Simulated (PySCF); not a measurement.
# Dipole response of Pb²⁺ (lead, charge +2)

[Xe] 4f14 5d10 6s2, closed-shell 1S. Calculation: PySCF 2.14, in ANO-RCC-VTZP; the spin-free X2C one-electron Hamiltonian (Gaussian nucleus). Coupled (time-dependent) response in atomic units; α is the mean over directions. The basis has no added diffuse functions, which lowers α and C₆.

| method | mean α (bohr³) | C₆ (like pair) | S(−4) |
| --- | --- | --- | --- |
| PBEsol | 13.17 | 91.03 | 47.16 |

S(−4) is the Cauchy moment in α(ω) = α(0) + S(−4) ω² + …

α(iu) at PBEsol:

```csv
u (hartree),α(iu) (bohr³)
0,13.17
0.0500,13.06
0.100,12.73
0.200,11.60
0.300,10.24
0.500,7.845
0.750,5.860
1.00,4.614
1.50,3.147
2.00,2.300
3.00,1.378
5.00,0.6469
```

A single London oscillator, α(iu) = α/(1 + u²/ω²), gives C₆ = (3/4) ω α². Matching the computed C₆ needs ω = 4 × 91.03 / (3 × 13.17²) = 0.700 hartree.

For an ion, C₆ is the dispersion term alone; charge-induced terms of lower order in 1/R come first.

Spin-orbit coupling, which splits the p, d and f shells strongly at this Z, is absent.
